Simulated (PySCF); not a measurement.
Compound: C5H5NOS.
Z-matrix (Å and degrees, PBE0-D3(BJ)/def2-SVP geometry), rows numbered from 1:
```
C 
C   1  1.5066
O   2  1.2110  1  122.10
C   2  1.4870  1  117.20  3   179.67
C   4  1.4289  2  128.14  1     0.22
N   5  1.3104  4  116.85  2  -179.95
S   6  1.6603  5  109.07  4    -0.04
C   4  1.3798  2  122.48  1  -179.76
H   1  1.0966  2  109.23  3     3.70
H   1  1.1008  2  111.00  3   124.92
H   1  1.1020  2  110.12  3  -116.52
H   5  1.0941  4  124.92  2    -0.02
H   8  1.0904  4  126.17  2    -0.04
```

All values: CAM-B3LYP/def2-SVPD (PySCF, non-relativistic), on one gas-phase PBE0-D3(BJ)/def2-SVP geometry that isn't relaxed in the solvent. The solvent is an IEF-PCM continuum (Bondi radii, 1.10 Å for H, scaled by 1.2), and excitations are vertical TDDFT with non-equilibrium linear response and a frozen core. Only the electrostatic response of the medium enters.

```csv
run,E − E(gas) (kcal/mol),HOMO (eV),HOMO–LUMO gap (eV),dipole (D),lowest singlet (eV),static polarisability (au)
gas,0.00,-9.17,8.31,1.11,4.07,84.3
P,-6.37,-9.10,8.35,1.45,4.20,110.3
Q,-5.53,-9.11,8.35,1.41,4.18,106.4
```

**Question.** The runs were made in chloroform and tetrahydrofuran. Which run belongs to which solvent?

**Answer.** P = tetrahydrofuran, Q = chloroform. The dielectric constants are 4.711 (chloroform), 7.426 (tetrahydrofuran), and the energy falls further as ε rises. The optical constants n² used for the excitations are 2.09, 1.97 in the same order. In this model the ground state sees the solvent through ε alone.

**Question.** How constant is the ratio of the lowering to (ε − 1)/(2ε + 1)?

**Answer.** 
| solvent | (ε − 1)/(2ε + 1) | E − E(gas) (kcal/mol) | ratio (kcal/mol) | polarisation term (kcal/mol) |
| --- | --- | --- | --- | --- |
| chloroform | 0.356 | -5.53 | -15.5 | -6.29 |
| tetrahydrofuran | 0.405 | -6.37 | -15.7 | -7.40 |

The ratio changes by +1.3 % in size from chloroform to tetrahydrofuran. The polarisation term is half the interaction of the solute with the induced surface charges.

Time: 32 s of wall time; peak memory 1.1 GiB. Hardware: one thread, Intel Xeon Platinum 8488C (x86_64), on a shared host. This is the whole response run at CAM-B3LYP/def2-SVPD in tetrahydrofuran, SCF included.
